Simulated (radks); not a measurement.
The numbers below are computed, except where a source is named.
Task: Excited configurations of Rb2+: one electron is placed in a higher orbital outside [Ar] 3d10 4s2 4p4. The ground configuration is [Ar] 3d10 4s2 4p5. Level of theory: scalar-relativistic Kohn-Sham, PBE, spin-polarised, spherical densities, point nucleus; open shells are filled with parallel spins first (spin-orbit coupling, left out, can overturn this in heavy ions) (a radial shooting solver on a logarithmic mesh with Libxc functionals). Excitation = E - E(ground); binding = E(ion) - E, where the ion is the core of charge +3; n* = 3/sqrt(2 binding) in atomic units, and the quantum defect is n - n*.

| outer orbital | excitation (eV) | binding (eV) | n* | quantum defect | eigenvalue (eV) | <r> (bohr) |
|---|---|---|---|---|---|---|
| 4d | 19.758 | 19.520 | 2.505 | 1.495 | -15.052 | 2.398 |
| 4f | 30.950 | 8.327 | 3.835 | 0.165 | -6.550 | 5.308 |
| 5f | 33.613 | 5.665 | 4.649 | 0.351 | -4.677 | 9.100 |
| 6s | 29.381 | 9.896 | 3.518 | 2.482 | -8.551 | 6.466 |
| 6p | 30.913 | 8.364 | 3.826 | 2.174 | -7.178 | 7.362 |

Estimate the row for 7f.

Result: excitation (eV) 36.327; binding (eV) 2.950; n* 6.442; quantum defect 0.558; eigenvalue (eV) -2.554; <r> (bohr) 19.71. The Delta-SCF ionisation energy is 39.278 eV (NIST Atomic Spectra Database: 39.247 eV, semi-empirical). Self-interaction in the functional shifts the binding energies and quantum defects, so they are the method's values and not measured ones. Open shells are spherical and high-spin; term and fine-structure splittings are not resolved.
